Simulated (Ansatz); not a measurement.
Spectroscopic constants of MnH, multiplicity 7 (the spin of the measured ground state). No spin–orbit coupling. Mn is treated without relativity.

Seven points along R, fitted to fifth degree in 1/R; most abundant isotopes. Runs in def2 and cc sets follow the lowest solution found near the PBE0 minimum.

Run with Ansatz (a first-principles code). Each number belongs to the level named beside it.

Energies at B3LYP/def2-TZVPP:

| R (Å) | E (hartree) |
|---|---|
| 1.606392 | -1151.56807204 |
| 1.649575 | -1151.56980269 |
| 1.689303 | -1151.57069891 |
| 1.734213 | -1151.57102857 |
| 1.779123 | -1151.57074496 |
| 1.830942 | -1151.56978741 |
| 1.891397 | -1151.56798569 |

**Question.** With a reduced mass of 0.9897 u, find the minimum, the force constant and the constants.

**Answer.** A fifth-degree polynomial in 1/R puts the minimum at r_e = 1.7346 Å with force constant 132 N/m. Then ω_e = (1/2πc)√(k/μ) = 1505 cm⁻¹ and B_e = h/(8π²cμr_e²) = 5.661 cm⁻¹; the cubic and quartic terms give α_e = 0.16 and ω_e x_e = 29 cm⁻¹.
